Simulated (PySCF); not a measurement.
# Vibration and rotation of BeCl

UHF-CCSD(T) constants of BeCl, ²Σ⁺ (doublet), unpaired electrons σ ↑ (PySCF, no relativity, basis sets Be def2-TZVPP, Cl def2-TZVPP; masses 9.0122 and 34.9689 u):

| Item | Value |
| --- | --- |
| ωe | 820.3 cm⁻¹ |
| ωexe | 4.66 cm⁻¹ |
| Be | 0.70727 cm⁻¹ |
| αe | 0.00640 cm⁻¹ |
| De to Be + Cl | 3.62 eV |

Problem. What force constant and bond length do these constants imply?

Solution. Reduced mass μred = 7.1655 u; k = 5.8918×10⁻⁷·μred·ωe² (u, cm⁻¹, mdyn/Å) = 2.84 mdyn/Å; Re = √(16.8576/(μred·Be)) (u, cm⁻¹, Å) = 1.824 Å.

Problem. Estimate the centrifugal constant D from the Kratzer relation and find the Dunham coefficient a1.

Solution. D = 4Be³/ωe² = 2.1e-06 cm⁻¹; a1 = −1 − αeωe/(6Be²) = -2.75.

Correlated steps freeze 5 core orbitals. The state was picked by a PBE0 search and need not be the measured ground state.
